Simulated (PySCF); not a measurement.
Geometry:
| atom | x (Å) | y (Å) | z (Å) |
| --- | --- | --- | --- |
| Se1 | 0.000 | -0.001 | -1.297 |
| C2 | 1.451 | -0.013 | -0.010 |
| H3 | 1.414 | -0.918 | 0.613 |
| H4 | 1.416 | 0.883 | 0.626 |
| H5 | 2.391 | -0.009 | -0.579 |
| C6 | -1.451 | 0.013 | -0.010 |
| H7 | -1.416 | 0.920 | 0.609 |
| H8 | -1.415 | -0.881 | 0.628 |
| H9 | -2.391 | 0.006 | -0.580 |

Geometry: PBE0-D3(BJ)/def2-SVP; GIAO absolute shieldings from PySCF, gas phase, non-relativistic, averaged over equivalent atoms.

At PBE0/pcSseg-1 (105 basis functions, 4.8 s wall time on 1 thread of an Arm Neoverse V2, shared host):
```
            atoms  σ (ppm)
              Se1   1770.5
            C2/C6    168.4
H3/H4/H5/H7/H8/H9    29.51
```

Question: Predict the values at KT2/pcSseg-1 on the same geometry.

Answer: 
| atoms | σ at KT2/pcSseg-1 | change |
| --- | --- | --- |
| Se1 | 1722.1 | -48.4 |
| C2/C6 | 166.5 | -1.9 |
| H3/H4/H5/H7/H8/H9 | 29.36 | -0.15 |

The largest change is at Se1 (selenium bonded to 2 C). Cost: 105 basis functions, 6 s wall time on 1 thread of an Arm Neoverse V2, shared host.

Relativistic effects, spin–orbit coupling among them, are left out; they matter for Se and for the light atoms bonded to it.
